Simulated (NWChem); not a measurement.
System: AlH2F; SMILES [AlH2][F]

Here is an NWChem input.

```
start job
memory heap 200 mb stack 900 mb global 1100 mb
geometry units angstroms noautoz
  Al     0.000000     0.000000    -0.576275
  H      0.000000     1.421229    -1.294462
  H      0.000000    -1.421229    -1.294462
  F      0.000000     0.000000     1.104334
end
basis spherical
  * library def2-tzvp
end
dft
  xc r2scan
  iterations 150
  vectors input atomic output neutral.movecs
end
task dft energy
charge 1
dft
  odft
  mult 2
  vectors input atomic output cation.movecs
end
task dft energy
```

Output (shortened):

```
             Northwest Computational Chemistry Package (NWChem) 7.3.0
             --------------------------------------------------------

 C2V symmetry detected

                             Geometry "geometry" -> ""
                             -------------------------

 Output coordinates in angstroms (scale by  1.889725989 to convert to a.u.)

  No.       Tag          Charge          X              Y              Z
 ---- ---------------- ---------- -------------- -------------- --------------
    1 Al                  13.0000     0.00000000     0.00000000    -0.57037946
    2 H                    1.0000     0.00000000     1.42122900    -1.28856646
    3 H                    1.0000     0.00000000    -1.42122900    -1.28856646
    4 F                    9.0000     0.00000000     0.00000000     1.11022954

 Effective nuclear repulsion energy (a.u.)      49.0827306199

      Symmetry information
      --------------------

 Group name             C2v
 Group number             16
 Group order               4
 No. of unique centers     3

                                 NWChem DFT Module
                                 -----------------

 Summary of "ao basis" -> "ao basis" (spherical)
 ------------------------------------------------------------------------------
       Tag                 Description            Shells   Functions and Types
 ---------------- ------------------------------  ------  ---------------------
 Al                        def2-tzvp                13       37   5s5p2d1f
 H                         def2-tzvp                 4        6   3s1p
 F                         def2-tzvp                11       31   5s3p2d1f

      Symmetry analysis of basis
      --------------------------

        a1         35
        a2          7
        b1         17
        b2         21

            General Information
            -------------------
          SCF calculation type: DFT
          Wavefunction type:  closed shell.
          No. of atoms     :     4
          No. of electrons :    24
           Alpha electrons :    12
            Beta electrons :    12
          Charge           :     0
          Spin multiplicity:     1
          Use of symmetry is: on ; symmetry adaption is: on
          Maximum number of iterations: 150
          AO basis - number of functions:    80
                     number of shells:    32
          Convergence on energy requested:  1.00D-06
          Convergence on density requested:  1.00D-05
          Convergence on gradient requested:  5.00D-04

              XC Information
              --------------
                      r^2SCAN Method XC Functional
               r^2SCAN metaGGA Exchange Functional  1.000
                     r^2SCAN Correlation Potential  1.000

             Grid Information
             ----------------
          Grid used for XC integration:  medium
          Radial quadrature: Mura-Knowles
          Angular quadrature: Lebedev.
          Tag              B.-S. Rad. Rad. Pts. Rad. Cut. Ang. Pts.
          ---              ---------- --------- --------- ---------
          Al                  1.25       88           8.0       590
          H                   0.35       45           9.0       434
          F                   0.50       49           9.0       434
          Grid pruning is: on
          Number of quadrature shells:   182
          Spatial weights used:  Erf1

      Superposition of Atomic Density Guess
      -------------------------------------

 Sum of atomic energies:        -342.29252065

      Non-variational initial energy
      ------------------------------

 Total energy =    -342.295861
 1-e energy   =    -574.180943
 2-e energy   =     182.802351
 HOMO         =      -0.360403
 LUMO         =      -0.004135

      Symmetry analysis of molecular orbitals - initial
      -------------------------------------------------

  Numbering of irreducible representations:

     1 a1          2 a2          3 b1          4 b2

  Orbital symmetries:

     1 a1          2 a1          3 a1          4 a1          5 b2
     6 b1          7 a1          8 a1          9 b2         10 b1
    11 a1         12 b2         13 b1         14 a1         15 a1
    16 b2         17 a1         18 a2         19 a1         20 b2
    21 b1         22 b1

   convergence    iter        energy       DeltaE   RMS-Dens  Diis-err
 ---------------- ----- ----------------- --------- --------- ---------
 d= 0,ls=0.0,diis     1   -343.4483804844 -3.93D+02  1.15D-02  7.30D-01
 d= 0,ls=0.0,diis     2   -343.2427680691  2.06D-01  7.72D-03  3.14D+00
 d= 0,ls=0.0,diis     3   -343.5094029202 -2.67D-01  7.10D-04  1.59D-02
 d= 0,ls=0.0,diis     4   -343.5105345481 -1.13D-03  2.55D-04  6.06D-04
 d= 0,ls=0.0,diis     5   -343.5106078107 -7.33D-05  2.85D-05  1.37D-05
 d= 0,ls=0.0,diis     6   -343.5106085808 -7.70D-07  7.11D-06  2.15D-06

         Total DFT energy =     -343.510608580839
      One electron energy =     -575.907504487607
           Coulomb energy =      213.147806594973
    Exchange-Corr. energy =      -29.833641308148
 Nuclear repulsion energy =       49.082730619943

 Numeric. integr. density =       23.999997139299

                  Occupations of the irreducible representations
                  ----------------------------------------------

                     irrep           alpha         beta
                     --------     --------     --------
                     a1                7.0          7.0
                     a2                0.0          0.0
                     b1                2.0          2.0
                     b2                3.0          3.0

                       DFT Final Molecular Orbital Analysis
                       ------------------------------------

[...]
```

Level: r2SCAN/def2-TZVP, vertical spin-unrestricted ions. Coordinates come from a PBE-D3(BJ)/def2-SVP optimisation.
